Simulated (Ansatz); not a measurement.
Relaxation of C$_{3}$H$_{6}$OSi (11 atoms, charge 0, multiplicity 1), to a largest force component of 0.02 eV/Å in at most 50 steps.

Computed with Ansatz, RKS B3LYP-D4/6-31G.

```xyz
11
Properties=species:S:1:pos:R:3
C -0.318 -1.902 1.621
C -0.089 -0.709 0.749
C 0.114 0.243 0.034
Si 0.576 1.721 -1.058
O -0.196 1.510 -2.566
H 0.560 -2.350 1.891
H -0.980 -2.577 1.098
H -0.837 -1.526 2.518
H -0.028 2.968 -0.406
H 1.964 1.874 -1.220
H -0.701 0.691 -2.640
```

Question: Where does it end, and by what steps?

Answer: The forces met the threshold. The force dipped under the threshold on the way, but the program's further checks kept it going. Limits of this set-up: no polarisation functions. After 14 steps the energy has fallen by 0.369 eV; H11 moved furthest, 0.49 Å.

```csv
step,energy less start (eV),largest force component (eV/Å),accepted
0,0.0000,3.114,yes
1,-0.2950,1.191,yes
2,-0.2910,1.076,no
3,-0.3356,0.230,yes
4,-0.3436,0.147,yes
5,-0.3485,0.264,yes
6,-0.2062,2.893,no
7,-0.3578,0.204,yes
8,-0.3347,1.362,no
9,-0.3622,0.114,yes
10,-0.3653,0.076,yes
11,-0.3675,0.073,yes
12,-0.3691,0.012,yes
13,-0.3692,0.060,yes
14,-0.3693,0.007,yes
```

```xyz
11
Properties=species:S:1:pos:R:3
C -0.332 -1.872 1.654
C -0.048 -0.722 0.804
C 0.201 0.251 0.107
Si 0.528 1.664 -1.033
O 0.022 1.327 -2.654
H 0.581 -2.439 1.875
H -1.037 -2.558 1.170
H -0.772 -1.564 2.609
H -0.181 2.872 -0.484
H 1.993 1.911 -1.154
H -0.889 1.074 -2.873
```

Run time: 44 s on 1 thread of Arm Neoverse V2, on a shared host, peak memory 0.14 GiB.
